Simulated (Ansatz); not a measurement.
Cost and result for the atomization energy of C2H2FNOZn, SMILES `N=C1O[CH]1[Zn][F]` (8 atoms, 8 bonds).

```xyz
8

N     0.718    1.836   -0.606
C     0.066    0.777   -0.563
O    -1.177    0.296   -0.666
C    -0.011   -0.640   -0.385
Zn    0.019   -1.457    1.353
F     0.041   -2.212    2.924
H     0.119    2.638   -0.794
H     0.225   -1.240   -1.262
```

Total charge 0; spin multiplicity 1. For Zn the d shell is correlated and the shells below it are frozen. Scalar relativity is left out up to krypton. Geometry: relaxed with PBE0-D4/def2-TZVP. It is one conformer, not always the lowest. Program: Ansatz. All runs use 4 threads of an Arm Neoverse V1 on a shared host. Times are those of one run each, without the atoms' runs, and a repeat can differ threefold. Electronic energies, without spin–orbit coupling; frozen cores. CCSD(T)/CBS adds CCSD(T) − MP2 in def2-TZVPP to the MP2 limit, and its time is that of the two runs behind it. T1 = 0.017. With those shells the extrapolation isn't a true limit. B3LYP takes the VWN-RPA correlation (the form of Gaussian; ORCA's B3LYP/G).

CCSD(T)/CBS is a level of theory with its own doubt, some kJ/mol a heavy atom from the limit and from the frozen cores, so smaller differences don't rank the functionals.

```json
{"level": "LDA (SPW92)/def2-TZVPP", "functions": "247", "wall time": "1.4 s", "atomization (kcal/mol)": "872.4", "difference from CCSD(T)/CBS": "157.7", "per bond": "19.7"}
{"level": "BLYP-D4/def2-TZVPP", "functions": "247", "wall time": "2.4 s", "atomization (kcal/mol)": "726.1", "difference from CCSD(T)/CBS": "11.4", "per bond": "1.4"}
{"level": "PBE0-D4/def2-TZVPP", "functions": "247", "wall time": "3.7 s", "atomization (kcal/mol)": "724.8", "difference from CCSD(T)/CBS": "10.1", "per bond": "1.3"}
{"level": "BHLYP-D4/def2-TZVPP", "functions": "247", "wall time": "4 s", "atomization (kcal/mol)": "667.5", "difference from CCSD(T)/CBS": "-47.2", "per bond": "-5.9"}
{"level": "CAM-B3LYP-D4/def2-TZVPP", "functions": "247", "wall time": "4.4 s", "atomization (kcal/mol)": "719.7", "difference from CCSD(T)/CBS": "5.0", "per bond": "0.6"}
{"level": "B3LYP-D4/def2-TZVPP (with forces)", "functions": "247", "wall time": "6 s", "atomization (kcal/mol)": "712.5", "difference from CCSD(T)/CBS": "-2.2", "per bond": "-0.3"}
{"level": "r2SCANh-D4/def2-TZVPP", "functions": "247", "wall time": "6 s", "atomization (kcal/mol)": "713.8", "difference from CCSD(T)/CBS": "-0.9", "per bond": "-0.1"}
{"level": "B2PLYP/def2-TZVPP", "functions": "247", "wall time": "6.5 s", "atomization (kcal/mol)": "708.9", "difference from CCSD(T)/CBS": "-5.8", "per bond": "-0.7"}
{"level": "CCSD(T)/def2-SVP", "functions": "111", "wall time": "9.5 s", "atomization (kcal/mol)": "666.5", "difference from CCSD(T)/CBS": "-48.2", "per bond": "-6.0"}
{"level": "B97M-V/def2-TZVPP", "functions": "247", "wall time": "11 s", "atomization (kcal/mol)": "716.9", "difference from CCSD(T)/CBS": "2.2", "per bond": "0.3"}
{"level": "MP2/def2-QZVPP", "functions": "445", "wall time": "22 s", "atomization (kcal/mol)": "741.4", "difference from CCSD(T)/CBS": "26.7", "per bond": "3.3"}
{"level": "CCSD(T)/def2-TZVPP", "functions": "247", "wall time": "4.7 min", "atomization (kcal/mol)": "689.2", "difference from CCSD(T)/CBS": "-25.5", "per bond": "-3.2"}
{"level": "CCSD(T)/CBS(def2)", "functions": "–", "wall time": "5.1 min", "atomization (kcal/mol)": "714.7", "difference from CCSD(T)/CBS": "0.0", "per bond": "0.0"}
```

From BLYP to BHLYP (50 % exact exchange), in def2-TZVPP and without D4, the atomization energy moves by −54.9 kcal/mol: exact exchange takes away binding that semilocal exchange gives to molecules. The D4 term adds +5.9 kcal/mol with B3LYP and +3.1 kcal/mol with PBE0; it sums over pairs of atoms, weighted by their polarisabilities, and B3LYP, whose exchange is more repulsive, gets the larger term. In def2-TZVPP, CCSD(T) changes the Hartree–Fock value by +244.1 kcal/mol (the triples alone add +20.4 kcal/mol) and MP2 by +280.5 kcal/mol; breaking electron pairs costs correlation energy, which Hartree–Fock lacks.
